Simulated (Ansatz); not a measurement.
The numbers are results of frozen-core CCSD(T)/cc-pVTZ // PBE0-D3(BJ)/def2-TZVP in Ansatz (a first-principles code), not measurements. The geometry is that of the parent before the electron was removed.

Ansatz 0.2 input:
```yaml
crystal:
  periodic: [false, false, false]
  atoms:
    - { symbol: F, position_ang: [-0.991568, -1.089186, -0.510512] }
    - { symbol: Si, position_ang: [0.008027, -0.006535, 0.039403] }
    - { symbol: F, position_ang: [-0.639463, 1.411823, -0.167361] }
    - { symbol: F, position_ang: [1.32703, -0.075067, -0.814571] }
    - { symbol: H, position_ang: [0.295974, -0.241035, 1.453042] }
basis:
  gaussian: { orbitals: cc-pVTZ }
correlation:
  method: ccsd_t
total_charge: 1
magnetization:
  spin_polarized: true
  initial_magnetization: 1
```

Output:

```
Functional definition: HF
845 factors; integrals over basis functions are off by at most 8.6e-4 eV
mean field evaluation 1: about -15983.0279 eV, gradient 4.9e1 eV
mean field evaluation 2: about -15983.0458 eV, gradient 4.9e1 eV
mean field evaluation 4: about -15990.8213 eV, gradient 3.0e0 eV
mean field evaluation 8: about -15990.9489 eV, gradient 1.8e-1 eV
mean field evaluation 16: about -15990.8995 eV, gradient 9.0e-1 eV
mean field evaluation 32: about -15990.5834 eV, gradient 2.5e0 eV
mean field evaluation 64: about -15988.6629 eV, gradient 3.6e0 eV
mean field evaluation 96: about -15990.3874 eV, gradient 2.0e-1 eV
mean field evaluation 128: about -15990.3941 eV, gradient 2.4e-1 eV
mean field -15990.94996093 eV, -587.6565720089 hartree, gradient 5.2e-6 eV, S^2 0.759613; 4 other end points of the search recorded, 0 dependent functions left out
determinant -15990.94996093 eV, -587.6565720089 hartree, with singles and doubles -16014.19598882 eV, -588.5108477774 hartree
determinant -15990.14495143 eV, -587.6269884556 hartree, with singles and doubles -16012.57473323 eV, -588.4512677332 hartree
determinant -15989.38422468 eV, -587.5990322633 hartree, with singles and doubles -16012.69911200 eV, -588.4558385686 hartree
8 core orbitals not correlated
reference -15990.94996093 eV, -587.6565720089 hartree; 13, 12 occupied and 117, 118 virtual orbitals, 845 factors
second order -23.36264519 eV of doubles, -0.00000000 eV of singles
cycle   1  -23.25689471 eV  change    -2.7e0 eV  update   2.8e-2
cycle   2  -23.32338505 eV  change   -6.6e-2 eV  update   9.5e-3
cycle   3  -23.32627617 eV  change   -2.9e-3 eV  update   6.1e-3
cycle   4  -23.33400133 eV  change   -7.7e-3 eV  update   3.9e-3
cycle   5  -23.33784057 eV  change   -3.8e-3 eV  update   2.1e-3
cycle   6  -23.33961556 eV  change   -1.8e-3 eV  update   8.2e-4
cycle   7  -23.33991107 eV  change   -3.0e-4 eV  update   3.4e-4
cycle   8  -23.33982852 eV  change    8.3e-5 eV  update   1.7e-4
cycle   9  -23.33975962 eV  change    6.9e-5 eV  update   7.4e-5
cycle  10  -23.33973469 eV  change    2.5e-5 eV  update   2.9e-5
perturbative correction -0.78705628 eV, -0.0289237847 hartree
Total energy: -16015.07675190 eV, -588.5432152233 hartree
```

Cost: roughly 90 core-seconds.
